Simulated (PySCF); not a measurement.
# Spinor energies of Sm⁴⁵⁺ (samarium, charge +45)

Start: [Ne] 3s2 3p5; 3p1/2 filled at m_j = -1/2, +1/2; 3p3/2 filled at m_j = -1/2, +1/2, +3/2. Calculated with PySCF 2.14 in an uncontracted even-tempered set (18 s from 11 bohr⁻², ratio 2.4; 14 p from 14 bohr⁻², ratio 2.4; 4 d from 52 bohr⁻², ratio 2.6; 4 f from 78 bohr⁻², ratio 2.6): generalised Hartree-Fock with the X2C-1e Hamiltonian and a Gaussian nucleus; one run each with spin-orbit coupling (SO) switched off, then screened by Boettger's factors.

| spinor shell | electrons | ε, spin-free (eV) | ε, screened SO (eV) | weight of nominal j (screened SO) | rms radius, screened SO (bohr) |
| --- | --- | --- | --- | --- | --- |
| 1s1/2 | 2 | -49939.8 | -49930.3 | 1.000 | 0.0259 |
| 2s1/2 | 2 | -10573.8 | -10570.3 | 1.000 | 0.104 |
| 2p1/2 | 2 | -9741.6 | -10174.8 | 1.000 | 0.0886 |
| 3s1/2 | 2 | -4080.8 | -4079.6 | 1.000 | 0.251 |
| 3p1/2 | 2 | -3819.0 | -3924.9 | 0.999 | 0.240 |
| 3p3/2 | 3 | -3819.0 | -3772.0 | 0.999 | 0.250 |

Question: Where does 2p3/2 lie, and what is the 2p spin-orbit splitting (screened SO)?

Answer: At -9552.4 eV, 622.43 eV above 2p1/2.

```json
{"quantity": "E (hartree)", "spin-free": "-8578.24188", "screened SO": "-8585.78309"}
{"quantity": "M_J", "spin-free": "3/2", "screened SO": "3/2"}
{"quantity": "⟨J²⟩", "spin-free": "3.750", "screened SO": "3.750"}
{"quantity": "⟨L²⟩", "spin-free": "2.000", "screened SO": "2.021"}
{"quantity": "⟨S²⟩", "spin-free": "0.750", "screened SO": "0.771"}
```

Each row is a mean over spinors that exchange with the open shell spreads, by up to 22.682 eV (3s1/2).

Breit and QED terms are absent; they matter most for the inner s and p1/2 levels.

Densities and radii are taken from the X2C orbitals without a picture-change correction, which distorts them close to the nucleus.

Without spin-orbit coupling the j labels of p, d and f shells carry no meaning; the spin-free column gives the mean over the occupied spinors of each nl shell.
